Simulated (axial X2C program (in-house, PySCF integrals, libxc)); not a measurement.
## Low determinants of SbBr at the PBE0 level, 2c

All values were computed with an in-house all-electron X2C program for linear molecules (integrals from PySCF). Two-component (2c) means X2C with spin–orbit coupling and atomic mean-field two-electron Coulomb and Gaunt terms. Basis: Sb dyall-cv3z [11s12p8d4f1g], Br dyall-cv3z [8s9p6d4f1g] (cores contracted in-house); Gaussian nuclei, density fitting, unrestricted open shells. Masses: Sb 120.904 u, Br 78.918 u.

Search at 2.540 Å (vertical energies from the lowest determinant):

```
ΔE (eV)  state  electrons beyond evenly filled partner blocks  electrons in ±ω = 1/2, 3/2, 5/2, 7/2
   0.00  Ω = 1                              ω = -1/2, ω = 3/2                             55 25 6 0
   0.37  Ω = 0                                           none                             56 24 6 0
   0.78  Ω = 2                               ω = 1/2, ω = 3/2                             55 25 6 0
   1.20  Ω = 0                                           none                             54 26 6 0
   2.63  Ω = 1                                    2 × ω = 1/2                             56 24 6 0
   4.00  Ω = 3                                    2 × ω = 3/2                             56 24 6 0
   4.66  Ω = 1                                    2 × ω = 1/2                             54 26 6 0
```

Lowest determinant, Ω = 1 (⟨Sz⟩ = 0.99, ⟨Lz⟩ = 0.01 at PBE0): Re = 2.490 Å, ωe = 259.5 cm⁻¹.

The determinant in row 2 of the search, Ω = 0 (closed shell), was followed along the bond at PBE0; measured from the minimum of the lowest determinant it gives:

Te = 0.362 eV (2918 cm⁻¹), Re = 2.483 Å, ωe = 262.5 cm⁻¹.

(1) Compare the bond of the determinant in row 2 with that of the lowest one.

The search compares states at one distance, so a state with another bond length can lie lower; it is not exhaustive and yields mostly the lowest determinant of each block pattern, so other components and higher states of one pattern are missing. These are energies of single determinants, not of spin-adapted states; PBE0 term energies can be off by some tenths of an eV, and the functional has no current term. Open-shell Ω = 0 determinants with evenly filled partner blocks cannot be reached by this program, so the Ω shown need not be the lowest component. The lowest determinant need not be the ground state where others lie within half an eV. A closed-shell Ω = 0 row of a π² shell mixes the 0⁺ component of the triplet with ¹Σ⁺ and matches no level; 0⁺ can lie lowest.

## Answers

(1) At PBE0 its Re is 0.007 Å shorter and its force constant, which goes as ωe², is 1.02 times that of the lowest determinant. T0 ≈ Te + Δωe/2 = 2918 + (2) = 2920 cm⁻¹.
